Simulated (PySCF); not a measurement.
Indirect couplings

Bonds (- single, = double, # triple, : aromatic): Cu1-C2 1.850 Å, C2-O3 1.129 Å. Cu1 carries H4. Formal charges: C2 -1, O3 +1.

Indirect spin–spin couplings were computed at PBE/pcJ-1 (pcSseg-1 on Cu) (PySCF) on a PBE0-D3(BJ)/def2-SVP structure, for the isolated molecule, without vibrational or relativistic corrections. Couplings are averaged over pairs made equivalent by symmetry, fast rotation or ring inversion, so a value needn't be that of the named pair in this geometry, while other rotamers aren't included; one pair stands for each set, and the list holds those of at least 0.8 Hz over up to four bonds.

Isotopes: 13C, 17O, 1H. Couplings to quadrupolar nuclei such as 17O and 33S are rarely resolved in practice.

| pair | bonds | J (Hz) |
| --- | --- | --- |
| C2, O3 | 1 | ? |
| C2, H4 | 2 | ? |
| O3, H4 | 3 | -4.7 |

Question: Estimate the withheld couplings, with signs.

Answer: 
- 1J(C2,O3) = 24.4 Hz (bond length 1.129 Å)
- 2J(C2,H4) = 61.2 Hz (angle at Cu1 179°)
